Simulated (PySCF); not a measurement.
How methods differ on the ionisation energy of As⁺

As⁺ [Ar] 3d10 4s2 4p2 (3P) → As²⁺ [Ar] 3d10 4s2 4p1 (2P), as a difference of total energies. Calculation: PySCF 2.14, in ANO-RCC-VTZP (6s5p3d1f, 43 functions); scalar relativity by spin-free X2C-1e. Correlated levels: valence: [Ar] 3d10 frozen; valence and next inner shell: [Ne] frozen. The calculations carry no spin-orbit coupling.

```tsv
method	ionisation energy (eV)
UHF	17.987
LDA	18.658
PBE	18.500
PBE0	18.558
r2SCAN	18.724
M06	18.313
wB97M-V	18.370
revPBE	18.454
B3LYP	18.528
MP2 (valence)	18.353
SCS-MP2 (valence)	18.278
MP2 (valence and next inner shell)	18.444
SCS-MP2 (valence and next inner shell)	18.342
```

Q: How much does correlation contribute at MP2 (valence and next inner shell)?

A: 18.444 − (17.987) = 0.457 eV, measured against UHF.

A first-order spin-orbit estimate (lowest level to lowest level, LS coupling) adds -0.034 eV.

Errors of the correlated levels include the incompleteness of this basis and the frozen core.

For comparison: 18.589 eV (measured; NIST Atomic Spectra Database, ionization energies).
